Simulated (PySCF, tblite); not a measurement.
Isomers of [C6H6O3]- (charge -1 and doublet state). Computed values, GFN2-xTB/tblite, gas phase, harmonic and unscaled. The method is semi-empirical: single wavenumbers can be off by several per cent or more. One conformer each. Open shells enter through the occupations alone, without spin polarisation, and single modes of such species can be off by tens of per cent.

Electronic energies: B3LYP/pcH-1 single points on the GFN2-xTB geometries (PySCF, gas phase).

```json
{"SMILES": "COc1occc1[CH][O-]", "electronic energy, lowest = 0 (kcal/mol)": "16.6"}
{"SMILES": "COC1=CC=CO[C]1[O-]", "electronic energy, lowest = 0 (kcal/mol)": "0.0"}
{"SMILES": "[O-][C]1C=COC(CO)=C1", "electronic energy, lowest = 0 (kcal/mol)": "7.6"}
```

**Question.** How do GFN2-xTB zero-point energies change the relative energies?

**Answer.** 
| SMILES | ZPE (kcal/mol) | of it from modes above 1550 cm⁻¹ | electronic (kcal/mol) | with ZPE, lowest = 0 (kcal/mol) | lowest mode (cm⁻¹) | rings |
| --- | --- | --- | --- | --- | --- | --- |
| COC1=CC=CO[C]1[O-] | 65.8 | 28.0 | 0.0 | 0.0 | 73 | 1 |
| [O-][C]1C=COC(CO)=C1 | 65.3 | 30.9 | 7.6 | 7.2 | 52 | 1 |
| COc1occc1[CH][O-] | 65.5 | 29.8 | 16.6 | 16.4 | 77 | 1 |

The zero-point energies span 0.5 kcal/mol, from `[O-][C]1C=COC(CO)=C1` to `COC1=CC=CO[C]1[O-]`. The order is unchanged.

**Question.** And how do the electronic energies of GFN2-xTB itself compare?

**Answer.** `COC1=CC=CO[C]1[O-]` 0.0; `[O-][C]1C=COC(CO)=C1` 15.2; `COc1occc1[CH][O-]` 12.3 kcal/mol, lowest = 0. Against the energies above, taken from the same isomer `COC1=CC=CO[C]1[O-]`, the largest difference is 7.6 kcal/mol.

**Question.** What do entropy and thermal enthalpy add at 298.15 K and 1 bar (rigid rotor, harmonic oscillator, one conformer each)?

**Answer.** 
```csv
SMILES,point group,symmetry number,S (cal/(mol K)),H − H(0) (kcal/mol),ZPE + H − H(0) − TS (kcal/mol)
COC1=CC=CO[C]1[O-],C1,1,92.1,6.04,44.3
[O-][C]1C=COC(CO)=C1,C1,1,94.8,6.19,43.2
COc1occc1[CH][O-],C1,1,93.3,6.10,43.8
```

S holds R ln(2S + 1) for the spin.
